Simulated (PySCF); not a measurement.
H6BFO2Si2, SMILES OB(O)[SiH2][SiH2]F (GFN2-xTB optimised geometry):

```
12

O      1.561    -1.336     0.000
B      0.203    -1.336     0.000
O     -0.406    -2.541    -0.004
Si    -0.955     0.277     0.000
Si     0.283     2.205    -0.356
F      1.839     1.715    -0.194
H      2.026    -0.500    -0.007
H      0.185    -3.298    -0.004
H     -1.696     0.468     1.263
H     -2.026     0.255    -1.012
H      0.240     3.298     0.612
H      0.332     2.805    -1.687
```

Level of theory: PySCF 2.14.0 with CAM-B3LYP/def2-TZVP.

Question: What are the frontier orbital energies and the dipole moment?

Answer: HOMO-2 -10.83 eV, HOMO-1 -10.34 eV, HOMO -9.62 eV, LUMO 0.11 eV, LUMO+1 0.34 eV; dipole moment 0.26 D.

Meta-Löwdin charges at CAM-B3LYP/def2-TZVP: O1 -0.52, B2 0.29, O3 -0.51, Si4 0.20, Si5 0.72, F6 -0.54, H7 0.37, H8 0.35, H9 -0.07, H10 -0.07, H11 -0.10, H12 -0.11.
